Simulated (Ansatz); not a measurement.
Reaction (redistribution): `[CH3][AlH][O][SiH2]C` + `BC(=C)Br` → `C=[C](Br)[AlH][CH3]` + `BO[SiH2]C`

Calculated with Ansatz (gas phase, PBE0-D4/def2-TZVP geometries, no zero-point term in ΔE). CBS: MP2 limit from def2 TZ/QZ plus the TZ coupled-cluster correction, frozen cores. Functionals use def2-TZVPP. B3LYP here is the variant with VWN-RPA as its local correlation; programs differ in this. For Br outer-core shells are correlated without core-valence functions, which leaves a few kJ/mol of doubt a bond. Scalar relativity is left out up to krypton. Each species was taken in one conformer, which may not be the lowest.

```csv
level,ΔE (kJ/mol),difference from CCSD(T)/CBS
PBE-D4,27.8,-6.4
r2SCAN-D4,35.2,1.0
PBE0-D4,31.1,-3.1
B3LYP-D4,34.8,0.6
ωB97X-V,33.2,-1.0
ωB97M-V,32.0,-2.2
B2PLYP,35.7,1.5
PBE,27.8,-6.4
r2SCAN,35.0,0.8
PBE0,31.1,-3.1
B3LYP,34.9,0.7
HF/def2-TZVPP,42.0,7.8
MP2/def2-TZVPP,35.8,1.6
SCS-MP2/def2-TZVPP,36.9,2.7
CCSD/def2-TZVPP,35.7,1.5
CCSD(T)/def2-TZVPP,33.8,-0.4
HF/def2-QZVPP,42.5,8.3
MP2/def2-QZVPP,36.2,2.0
SCS-MP2/def2-QZVPP,37.2,3.0
HF/CBS(def2),42.6,8.4
MP2/CBS(def2),36.2,2.0
CCSD/CBS(def2),36.1,1.9
CCSD(T)/CBS,34.2,0
```

Largest T1 diagnostic among the species: 0.012.

In def2-TZVPP, CCSD(T) changes the Hartree–Fock value by −8.2 kJ/mol (the triples alone add −1.9 kJ/mol) and MP2 by −6.1 kJ/mol. From PBE to PBE0 (25 % exact exchange), in def2-TZVPP and without D4, ΔE moves by +3.3 kJ/mol.
